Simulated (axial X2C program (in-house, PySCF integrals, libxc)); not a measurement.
# Spin–orbit effects along a row: molecules with I, MP2

All values come from calculations with an in-house relativistic program for diatomic molecules, spin-free (one-electron X2C) or two-component (2c: spin–orbit coupling with atomic mean-field Coulomb and Gaunt terms, which also bring small scalar terms), in Dyall basis sets with cores contracted in-house; open shells are unrestricted.

Basis sets: Br dyall-cv3z, Ca dyall-cv3z, Cr dyall-cv3z, Ga dyall-cv3z, Ge dyall-cv3z, I dyall-cv3z. Frozen shells (counts by l): CaI I 4s3p2d, Ca 3s2p, 9 electrons correlated; CrI I 4s3p2d, Cr 3s2p, 13 electrons correlated; GaI I 4s3p2d, Ga 3s2p1d, 10 electrons correlated; GeI I 4s3p2d, Ge 3s2p1d, 11 electrons correlated; IBr I 4s3p2d, Br 3s2p1d, 14 electrons correlated. Where the outer core of a metal is frozen, bonds come out longer and ionisation energies lower. Frozen cores can differ along the series, which adds to the trend.

```tsv
molecule	spin-free state	Re (Å)	ωe (cm⁻¹)	De (eV)	2c state	Re 2c (Å)	ωe 2c (cm⁻¹)	De 2c (eV)
CaI	M_S = 1/2, Λ = 0	2.901	230.2	3.20	Ω = 1/2	2.903	229.3	2.92
CrI	M_S = 5/2, Λ = 0	2.566	241.7	2.86	Ω = 5/2	2.569	240.3	2.58
GaI	M_S = 0, Λ = 0	2.603	215.8	3.73	Ω = 0	2.606	215.0	3.40
GeI	M_S = 1/2, Λ = 1	2.537	243.7	2.96	Ω = 1/2	2.537	243.5	n/a
IBr	M_S = 0, Λ = 0	2.468	283.1	2.08	Ω = 0	2.477	276.5	1.70
```

(1) Work out the shifts from the spin-free to the two-component result.

Each entry is the lowest single determinant of a limited PBE0 search at one distance. De goes to single-determinant-based atoms at the same level (for ions the charge split of lowest energy) and is withheld (n/a) where an atom does not fit its ground term or J level. Main or longest-lived isotopes. One determinant is a doubtful description, or other states lie close, for CrI; these need not be ground states, and all values refer to the states named. With several unpaired electrons the Ω given is that of one determinant, not necessarily of the lowest component.

Results:

(1) 

| molecule | 2c state | ΔRe (Å) | Δωe (cm⁻¹) | ΔDe (eV) |
| --- | --- | --- | --- | --- |
| CaI | Ω = 1/2 | 0.002 | -0.9 | -0.28 |
| CrI | Ω = 5/2 | 0.003 | -1.4 | -0.28 |
| GaI | Ω = 0 | 0.003 | -0.8 | -0.33 |
| GeI | Ω = 1/2 | 0.000 | -0.2 | n/a |
| IBr | Ω = 0 | 0.009 | -6.6 | -0.38 |

Shifts of one unit in the last digit are rounding.
